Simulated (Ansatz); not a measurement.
CH₃AuF₃PS, one more setting.

```yaml
crystal:
  periodic: [false, false, false]
  atoms:
    - {symbol: C, position_ang: [0.273159, -1.480200, 1.009695]}
    - {symbol: S, position_ang: [1.522610, -0.258767, 0.543758]}
    - {symbol: Au, position_ang: [2.270975, -0.971017, -1.443472]}
    - {symbol: P, position_ang: [-0.609454, 2.134598, -0.490966]}
    - {symbol: F, position_ang: [-0.186715, 1.616802, -1.917614]}
    - {symbol: F, position_ang: [-1.733280, 3.129031, -0.992764]}
    - {symbol: F, position_ang: [-1.582717, 0.948610, -0.120620]}
    - {symbol: H, position_ang: [0.705448, -2.471664, 1.129735]}
    - {symbol: H, position_ang: [-0.105116, -1.143000, 1.978077]}
    - {symbol: H, position_ang: [-0.554890, -1.504403, 0.304181]}
basis:
  gaussian: {orbitals: def2-TZVPD}
hamiltonian: {xc: {name: B97}}
```

```sh
$ ansatz run in.yaml --threads 2 --pin off --events-out ev --progress --plain --max-ram 32768MiB --backend cuda --devices 0, --max-vram 18GiB
```

Shortened log:

```
Functional definition: B97
1889 factors; their error is unknown
mean field evaluation 1: about -33048.7764 eV, gradient 6.9e1 eV
mean field evaluation 2: about -33036.4295 eV, gradient 1.1e2 eV
mean field evaluation 4: about -33057.0749 eV, gradient 6.8e0 eV
mean field evaluation 8: about -33057.1769 eV, gradient 1.3e-1 eV
mean field evaluation 16: about -33057.2537 eV, gradient 2.2e-4 eV
mean field -33057.25372509 eV, -1214.8316673855 hartree, gradient 2.1e-5 eV, S^2 0.000000; 0 other end points of the search recorded, 0 dependent functions left out
reference -33057.25376893 eV, -1214.8316689968 hartree; 43, 43 occupied and 273, 273 virtual orbitals, 1889 factors
Total energy: -33057.25376893 eV, -1214.8316689968 hartree
```

Run time 8.5 s (2 threads of an AMD EPYC 7R13 on a shared host and a share of an NVIDIA H100 80 GB); peak host memory 0.93 GiB.
